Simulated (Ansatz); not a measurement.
Basis sets compared for WO₃. Total charge 0; singlet. Geometry PBE-D4/def2-TZVP. Ansatz on 4 threads of Arm Neoverse N1 on a shared host; times are rough, and most runs start from earlier orbitals.

Cartesian coordinates in Å:
```
W -0.392 0.269 0.157
O 0.948 1.261 -0.329
O -0.775 -0.730 -1.210
O 0.218 -0.800 1.382
```

In the def2 sets W takes a core potential; there is no spin–orbit coupling. The restricted singlet is unstable towards broken spin symmetry in Hartree–Fock (as tested in another run); at PBE-D4/def2-SVP, PBE-D4/def2-TZVPD, r2SCAN-D4/def2-TZVP, r2SCAN-D4/def2-TZVPD and others this wasn't settled.

```tsv
level	functions	energy (Eh)	HOMO (eV)	LUMO (eV)	wall time
PBE-D4/def2-SVP	74	-292.5083	-7.17	-5.28	0.9 s
PBE-D4/def2-TZVP	133	-292.7972	-7.26	-5.52	1.4 s
r2SCAN-D4/def2-TZVP	133	-292.8926	-7.59	-5.36	3.2 s
PBE0-D4/def2-SVP	74	-292.3989	-8.81	-4.69	1.2 s
PBE0-D4/def2-TZVP (with forces)	133	-292.6925	-8.84	-4.88	2.3 s
```

Problem. Estimate the rows for PBE-D4/def2-TZVPD, r2SCAN-D4/def2-TZVPD, PBE0-D4/def2-TZVPD.

Solution. 
```
               level  functions  energy (Eh)  HOMO (eV)  LUMO (eV)  wall time
   PBE-D4/def2-TZVPD        163    -292.7999      -7.33      -5.56      2.1 s
r2SCAN-D4/def2-TZVPD        163    -292.8952      -7.63      -5.37      4.1 s
  PBE0-D4/def2-TZVPD        163    -292.6951      -8.88      -4.90      2.6 s
```
